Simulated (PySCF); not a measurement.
Hafnium: a sound run and one with changed settings

Sound run: Hf [Xe] 4f14 5d2 6s2, Hf⁺ [Xe] 4f14 5d1 6s2. All numbers are calculated (PySCF 2.14, a scalar-relativistic core potential, in def2-TZVP with the def2 core potential (60 electrons)). In the sound run the correlated levels freeze 5s2 5p6 outside the core potential. The sound run starts from symmetry-adapted Hartree-Fock orbitals and uses a fine grid where one is needed.

Changed run: initial guess 1e, at most 50 SCF cycles.

```
species  method  sound run (hartree)  changed run (hartree)  converged
     Hf     UHF            -47.36787              -47.36787        yes
     Hf   B3LYP            -47.88108              -47.88108        yes
     Hf    PBE0            -47.84254              -47.84254        yes
     Hf     MP2            -47.40972              -47.40972        yes
    Hf⁺     UHF                  n/a              -47.13740         no
    Hf⁺   B3LYP            -47.63027              -47.63027        yes
    Hf⁺    PBE0            -47.59576              -47.59576        yes
```

A plain start with occupations fixed only by D2h representation lets s and d (or p and f) orbitals of one representation trade places, so the SCF can reach the same state, another state or none.
